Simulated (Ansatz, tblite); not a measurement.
Forces on the cluster Sn₄O₄ at its PBE-D4/def2-SVP geometry. The state is a singlet with charge 0.

In the def2 sets Sn takes a core potential; there is no spin–orbit coupling. The xTB rows come from tblite. The structure comes from a short search, and lower isomers may exist.

GFN1-xTB (tblite), largest force 1.36 eV/Å:

```xyz
8
positions Å, forces eV/Å
Sn    0.471   -1.086   -1.636   -0.317    0.733    1.105
Sn    1.558    1.187    0.492   -1.051   -0.800   -0.332
Sn   -1.618    1.142   -0.393    1.093   -0.771    0.265
Sn   -0.411   -1.243    1.537    0.278    0.839   -1.038
O     0.353    1.068   -1.321    0.028    0.086   -0.107
O    -0.405    0.933    1.406   -0.034    0.075    0.113
O     1.391   -0.982    0.338    0.112   -0.080    0.027
O    -1.339   -1.020   -0.423   -0.109   -0.083   -0.034
```

GFN2-xTB (tblite), largest force 0.67 eV/Å:

```
Sn 0.157 -0.360 -0.543
Sn 0.518 0.394 0.163
Sn -0.536 0.379 -0.130
Sn -0.136 -0.412 0.510
O 0.102 0.310 -0.383
O -0.118 0.270 0.408
O 0.403 -0.285 0.098
O -0.389 -0.296 -0.123
```

PBE0-D4/def2-TZVP (Ansatz), largest force 1.18 eV/Å:

```
Sn -0.275 0.637 0.959
Sn -0.912 -0.695 -0.288
Sn 0.949 -0.669 0.231
Sn 0.242 0.729 -0.901
O -0.163 -0.491 0.607
O 0.185 -0.430 -0.647
O -0.640 0.451 -0.155
O 0.615 0.469 0.194
```
